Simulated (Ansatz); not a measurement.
# How methods differ on SiBr (bromosilane)

SiBr has 2 atoms, charge 0, and is taken as a doublet. SMILES: `[Si]Br`. The shape is that of a GFN2-xTB optimisation.

```xyz
2

Si    0.0000    0.0000    0.0000
Br    0.0000    0.0000    2.3426
```

Quantity: the electronic atomisation energy, in eV. The values are calculated. Electronic energies at fixed atoms, without zero-point motion or spin-orbit coupling.

```
           level                    kind  program  value (eV)  less FCI/STO-3G  CPU time (all runs)
      UHF/STO-3G            Hartree–Fock   Ansatz        3.56            -0.58               0.37 s
 U-revPBE/STO-3G                     GGA   Ansatz        5.19            +1.05                4.1 s
 U-r2SCAN/STO-3G                meta-GGA   Ansatz        5.16            +1.02                 13 s
   UB3LYP/STO-3G           global hybrid   Ansatz        5.00            +0.86                  3 s
U-wB97M-V/STO-3G  range-separated hybrid   Ansatz        5.05            +0.91                 30 s
  U-wB97X/STO-3G  range-separated hybrid   Ansatz        4.72            +0.58                 15 s
  UB2PLYP/STO-3G           double hybrid   Ansatz        4.62            +0.48                3.1 s
     UMP2/STO-3G     perturbation theory   Ansatz        3.98            -0.16               0.45 s
 UCCSD(T)/STO-3G   coupled cluster or CI   Ansatz        4.13            -0.01               0.79 s
      FCI/STO-3G      exact in the basis   Ansatz        4.14             0.00               0.88 s
```

FCI/STO-3G is exact within its basis and frozen core, so for wave-function methods in that basis the difference is their error; functionals converge differently with the basis, so for them it is only a difference. All-electron rows without a relativistic Hamiltonian named are non-relativistic. The values span 3.56 to 5.19 eV. All rows use very small basis sets, so none should be taken for the real molecule's value. In the correlated wave-function rows the outer d shell of Br is correlated, in sets not made for it. Times are those of the runs behind each value, whatever else they computed, on shared processors of several kinds: orders of magnitude only.
